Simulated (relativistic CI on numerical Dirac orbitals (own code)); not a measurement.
Computed by Dirac-Coulomb-Breit CI, KLI orbitals optimised for each configuration, model QED, unscaled Slater integrals (own radial code, finite nucleus).

Configurations in the expansion (outside the closed core [Ar]): 3d10.4s2, 3d10.4s.4p, 3d10.4p2, 3d10.4s.4d, 3d10.4s.4f, 3d10.4d2, 3d10.4p.4d, 3d10.4f2, 3d10.4p.4f, 3d10.4d.4f, 3d10.4s.5s, 3d10.4s.5p, 3d10.4s.5d, 3d10.4s.5f, 3d10.4s.5g, 3d10.4s.6s, 3d10.4s.6p, 3d10.4s.6d, 3d10.4s.6f, 3d10.4s.7s, 3d9.4s2.4p, 3d9.4s2.4d, 3d9.4s2.4f, 3d9.4s2.5s, 3d9.4s2.5p, 3d9.4s2.5d. Double excitations out of closed p, d and f shells are left out; levels of such configurations are missing from the list, as are those of other unlisted configurations, and high levels can miss mixing partners. These lack a partner that the ground configuration has and come out too high: 3d9.4s2.4p, 3d9.4s2.4d, 3d9.4s2.4f, 3d9.4s2.5s, 3d9.4s2.5p.

At this charge energies of transitions that change n are usually good to better than 1 %, and those within a shell (Δn = 0) to a few per cent.

Outline of the computed level scheme of Ta XLIV. Lowest level of each configuration: 3d10.4s2 1S_0 at 0.000 eV; 3d10.4s.4p 3P°_0 at 83.779 eV; 3d10.4p2 3P_0 at 192.790 eV; 3d10.4s.4d 3D_1 at 332.405 eV; 3d10.4p.4d 3F°_2 at 420.701 eV; 3d10.4s.4f 1F°_3 at 510.202 eV; 3d10.4p.4f 3G_3 at 608.682 eV; 3d10.4d2 3F_2 at 672.011 eV.

Some strong electric-dipole decays among the lowest 45 levels: 3d10.4d2 3P_0 → 3d10.4p.4d 3D°_1 (1.5e+12 s⁻¹); 3d10.4p.4d 3D°_1 → 3d10.4p2 3P_0 (1.1e+12 s⁻¹); 3d10.4s.4d 3D_2 → 3d10.4s.4p 3P°_1 (9.2e+11 s⁻¹); 3d10.4d2 3F_2 → 3d10.4p.4d 3D°_1 (8.8e+11 s⁻¹); 3d10.4p.4d 1F°_3 → 3d10.4p2 3P_2 (8.7e+11 s⁻¹); 3d10.4p2 1S_0 → 3d10.4s.4p 1P°_1 (7.9e+11 s⁻¹); 3d10.4d2 3P_1 → 3d10.4p.4d 3P°_2 (7.9e+11 s⁻¹); 3d10.4p2 3P_2 → 3d10.4s.4p 1P°_1 (7.5e+11 s⁻¹).

LS names give the leading component of a level, which can be under half, so a name can repeat, a term be missing and a line seem to break the LS rules.
